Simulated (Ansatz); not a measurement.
Species: GeH2Br2, charge 0, singlet. GeH2Br2 (dibromogermane, SMILES [Br][GeH2][Br]).
B3LYP-D3(BJ)/def2-TZVP minimum from Ansatz (a program for electronic structure):
```
Ge
H 1 1.5303
H 1 1.5303 2 115.15
Br 1 2.3163 2 108.09 3 -120.94
Br 1 2.3163 2 108.09 3 120.94
```
Charge 0, spin multiplicity 1.

Hartree-Fock and MP2 correlation energies in hartree (Ansatz). Radicals and triplets start from unrestricted determinants; spin-orbit coupling is neglected. Correlated methods leave the cores frozen (noble-gas shells, and filled d and f shells in the p block). No relativity. Spin-orbit terms, left out, reach several kcal/mol for Br and I, and more for heavier atoms.

```
basis    X        E(HF)  E(corr, MP2)
-------  -  -----------  ------------
cc-pVTZ  3  -7221.58801      -0.43407
cc-pVQZ  4  -7221.59778      -0.47961
cc-pV5Z  5  -7221.59878      withheld
```

Q: Fit E(corr) = E∞ + A/X³ to X = 3 and 4, predict X = 5, and compare with the run.

A: A = (-0.43407 - (-0.47961))/(1/27 - 1/64) = 2.1268; E∞ = -0.47961 - A/64 = -0.51284; at X = 5, E∞ + A/125 = -0.49583. The run gave -0.49996, 4.13 mEh below the prediction. The same form on X = 4 and 5 gives E∞ = -0.52131, 8.47 mEh below the first estimate.
